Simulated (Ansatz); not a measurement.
`BC[NH][GeH3]` + `C=C=CN` → `BNC=C=C` + `C[NH][GeH3]` at 700 K and 1 bar (ligand exchange at a B–C bond).

Computed with Ansatz on PBE0-D4/def2-TZVP structures; ΔE is electronic, products minus reactants. CBS: MP2 limit from def2 TZ/QZ plus the TZ coupled-cluster correction, frozen cores. For Ge outer-core shells are correlated without core-valence functions, which leaves a few kJ/mol of doubt a bond. Scalar relativity is left out up to krypton. Each species was taken in one conformer, which may not be the lowest.

```json
{"species": "`BC[NH][GeH3]`", "CCSD(T)/CBS energy (Eh)": "-2198.43305", "H − E (kJ/mol)": "308.6", "S (J/(mol·K))": "466.4"}
{"species": "`C=C=CN`", "CCSD(T)/CBS energy (Eh)": "-171.79482", "H − E (kJ/mol)": "251.3", "S (J/(mol·K))": "372.9"}
{"species": "`BNC=C=C`", "CCSD(T)/CBS energy (Eh)": "-197.22529", "H − E (kJ/mol)": "297.5", "S (J/(mol·K))": "419.7"}
{"species": "`C[NH][GeH3]`", "CCSD(T)/CBS energy (Eh)": "-2173.06430", "H − E (kJ/mol)": "268.1", "S (J/(mol·K))": "408.1"}
```

H − E and S are ideal-gas, rigid-rotor, harmonic terms from PBE0-D4/def2-TZVP, for one conformer and one mirror image of each species. 1 Eh = 2625.50 kJ/mol, R = 8.31446 J/(mol·K).

Task: By hand: ΔE, ΔH, ΔS and ΔG.

Result: ΔE = (-197.22529) + (-2173.06430) − (-2198.43305) − (-171.79482) = -0.06172 Eh = -162.0 kJ/mol. Δ(H − E) = 297.5 + 268.1 − 308.6 − 251.3 = 5.7, so ΔH = -156.3 kJ/mol. ΔS = 419.7 + 408.1 − 466.4 − 372.9 = -11.5 J/(mol·K). ΔG = -156.3 − 700 × (-11.5)/1000 = -148.2 kJ/mol.

Task: By hand: the equilibrium constant, and the temperature at which ΔG would vanish if ΔH and ΔS stayed fixed.

Result: log₁₀ K = −ΔG/(RT ln 10) = 11.1. ΔG = 0 at ΔH/ΔS = 13591 K, far beyond where these terms or the molecules hold.

The number of gas molecules stays the same, so ΔS is small and ΔH decides. A doubt of 5 kJ/mol in ΔE shifts log₁₀ K by 0.4 here. Other conformers and mirror images would add mixing entropy, several J/(mol·K) or more a flexible species. These are equilibria of isolated gas molecules and say nothing of rates. Largest T1 diagnostic: 0.014 (customary marks: 0.02 for closed shells, 0.045 for open ones).
